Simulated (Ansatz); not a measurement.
Input for Ansatz (a program for electronic structure): R-wB97X-V/def2-TZVPP on H5NSi (SMILES N[SiH3]).

Ansatz 0.2 input:
```yaml
crystal:
  periodic: [false, false, false]
  atoms:
    - {symbol: N, position_ang: [1.00686492, -0.20147322, 0.28117470]}
    - {symbol: Si, position_ang: [-0.63997415, 0.16016295, -0.07722804]}
    - {symbol: H, position_ang: [1.74581638, 0.36647591, -0.10277507]}
    - {symbol: H, position_ang: [1.30575828, -1.15901654, 0.37991685]}
    - {symbol: H, position_ang: [-1.48932942, -0.62758401, 0.84562105]}
    - {symbol: H, position_ang: [-0.84354299, 1.61141679, 0.13731292]}
    - {symbol: H, position_ang: [-1.08559302, -0.14998189, -1.46392241]}
basis:
  gaussian:
    orbitals: def2-TZVPP
hamiltonian:
  xc: {name: wB97X-V}
scf: {lower_state_search: off}
```

Problem. Predict the final total energy.

Solution. -347.2373 hartree.
